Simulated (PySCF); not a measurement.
Computed XPS line lists of a few unrelated compounds.

Method: delta-SCF UKS SCAN, pcX-2 on the ionised atom, pcseg-1 elsewhere, spin-free X2C (PySCF 2.14.0). Geometries: PBE0-D3(BJ)/def2-SVP; isolated species, one conformer each.

Line lists (1s up to Mg, 2p3/2 beyond, nothing for Ge; areas count atoms within a level, one atom standing for each set equivalent by bonding):
1. C 1s: 289.31 (area 2), 289.91 (area 1), 290.30 (area 2), 290.48 (area 1), 290.56 (area 1) eV; Si 2p3/2: 106.04 eV
2. C 1s: 290.46 (area 1), 291.39 (area 1) eV; N 1s: 403.54 eV
3. C 1s: 289.96 eV; O 1s: 536.71 eV; Si 2p3/2: 106.56 eV
4. B 1s: 196.62 eV; Si 2p3/2: 106.62 eV
5. C 1s: 289.65 (area 1), 291.04 (area 1), 291.21 (area 1), 292.75 (area 1), 293.23 (area 1) eV; O 1s: 539.40 (area 1), 539.95 (area 1) eV; P 2p3/2: 135.68 eV

Structures:
A. `COc1cpc(C)o1`
B. `CCC[SiH]1C=CC=C1`
C. `CC[N]([GeH3])[GeH3]`
D. `[CH2]([GeH2][O][GeH3])[SiH3]`
E. `B[SiH3]`

Q: Which list belongs to which compound?

A: 
- 1 = B: no other candidate has this set of levels. C 1s: 289.31 alkene CH carbon (×2), 289.91 sp3 carbon bound to silicon, 290.30 alkene CH carbon (×2), 290.48 methyl carbon, 290.56 chain CH2 carbon; Si 2p3/2: 106.04 SiH silicon.
- 2 = C: no other candidate has this set of levels. C 1s: 290.46 methyl carbon, 291.39 sp3 carbon bound to nitrogen; N 1s: 403.54 nitrogen bonded to C and 2 Ge.
- 3 = D: no other candidate has this set of levels. C 1s: 289.96 sp3 carbon bound to silicon; O 1s: 536.71 oxygen bonded to 2 Ge; Si 2p3/2: 106.56 SiH3 silicon.
- 4 = E: no other candidate has this set of levels. B 1s: 196.62 three-coordinate boron; Si 2p3/2: 106.62 SiH3 silicon.
- 5 = A: no other candidate has this set of levels. C 1s: 289.65 aromatic CH carbon, 291.04 benzylic-type carbon, 291.21 substituted aromatic carbon, 292.75 methoxy carbon, 293.23 aromatic carbon bearing oxygen; O 1s: 539.40 aryl ether oxygen, 539.95 furan-type oxygen; P 2p3/2: 135.68 phosphorus bonded to 2 C.

For 2p shells one spin-free hole was relaxed; a mean-field spin–orbit operator and the ground-state splitting of the three 2p orbitals were then diagonalised within the shell. The shell's mean is (2 × 2p3/2 + 2p1/2)/3, and the degeneracies 2j + 1 give areas of 2:1. 1 of these hole states is spin-contaminated (⟨S²⟩ 0.91, against 0.75; counted from 0.85) and less certain.
